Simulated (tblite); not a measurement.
Compound: C5H9OP.
Geometry (GFN2-xTB, Å), atoms numbered from 1 in this order:
```
atom  x, y, z in Å
C1     2.206    0.382    0.089
C2     0.721    0.277    0.031
C3    -0.138    1.260    0.292
P4    -1.842    0.707    0.115
O5    -2.843    1.107    1.105
C6    -1.349   -1.060    0.038
C7     0.119   -1.042   -0.387
H8     2.600   -0.317    0.826
H9     2.637    0.119   -0.877
H10    2.519    1.388    0.355
H11    0.133    2.257    0.595
H12   -2.204    1.036   -1.196
H13   -1.979   -1.655   -0.622
H14   -1.462   -1.447    1.055
H15    0.197   -1.126   -1.475
H16    0.676   -1.877    0.044
```

Computed values, GFN2-xTB/tblite, gas phase, harmonic and unscaled. This tight-binding method is rough: wavenumbers can miss measured ones by several per cent, in bad cases by 10 to 20. Modes of hydrogen on phosphorus can be 10 to 20 % off. One conformer, not necessarily the lowest.

Harmonic wavenumbers (cm⁻¹): 102.1, 129.4, 143.6, 261.9, 338.7, 364.0, 429.8, 439.0, 533.6, 717.2, 732.3, 760.1, 814.3, 859.4, 893.3, 928.9, 957.6, 1006.1, 1014.9, 1043.3, 1098.8, 1103.0, 1160.5, 1226.4, 1242.7, 1290.5, 1317.1, 1397.1, 1430.6, 1466.5, 1471.1, 1472.1, 1673.8, 2243.3, 2940.5, 2950.7, 2974.8, 2992.0, 3001.6, 3015.3, 3052.1, 3100.9.

A = 4837, B = 1562, C = 1267 MHz; mass 116.039 u (most abundant isotopes); point group C1, symmetry number 1.

Task: Zero-point energy?

Result: ½Σν̃ = 28045 cm⁻¹ = 335.50 kJ/mol.

Task: What is S at 350 K and 1 bar for an ideal gas of classical rigid rotors and harmonic oscillators?

Result: Translation 171.48, rotation 118.77, vibration 89.99: S = 380.2 J/(mol K).

Task: And Cp and H(350 K) − H(0)?

Result: Cp = 146.65 J/(mol K), of which vibrations give 113.39 (their classical limit is 42 R = 349.2); H(350 K) − H(0) = 29.75 kJ/mol without the zero-point energy, 18.11 from vibrations.

Task: How do the functions run with temperature in this model?

Result: 
```
T (K)  S (J/(mol K))  Cp (J/(mol K))  H − H(0) (kJ/mol)  G − H(0) (kJ/mol)  ln q(vib)
  100          264.1            59.6               4.38             -22.04       0.61
  200          315.1            91.7              11.92             -51.11       2.07
  300          359.1           128.1              22.88             -84.85       3.72
  500          441.1           195.3              55.55            -164.98       7.35
  800          548.3           259.8             124.72            -313.88      12.97
 1000          609.3           287.4             179.58            -429.77      16.58
```

q(vib) and H(0) count from the zero-point level.

Task: Which modes carry the vibrational entropy at 350 K?

Result: 102.1 cm⁻¹: 15.59; 129.4 cm⁻¹: 13.66; 143.6 cm⁻¹: 12.82; 261.9 cm⁻¹: 8.09; 338.7 cm⁻¹: 6.20; 364.0 cm⁻¹: 5.70 J/(mol K); the other 36 give 27.93 together.

Task: What must be added to the electronic energy to get the Gibbs energy at 350 K and 1 bar?

Result: ZPE + [H(350 K) − H(0)] − T·S = 335.50 + 29.75 − 133.08 = 232.17 kJ/mol.

Task: Blend soft modes into free rotors: weight 1/[1 + (100 cm⁻¹/ν̃)⁴] for the oscillator and the rest for a rotor with moment μB/(μ + B), μ = h/(8π²ν), B = 10⁻⁴⁴ kg m². What vibrational entropy results?

Result: 87.69 J/(mol K) in place of 89.99, which changes −T·S at 350 K by +0.81 kJ/mol.

Hindered rotation and anharmonicity are outside this model. Other conformers, if any are populated, would add a mixing term that is left out. The structure is chiral; the term R ln 2 for an equal mix with its mirror image is left out.
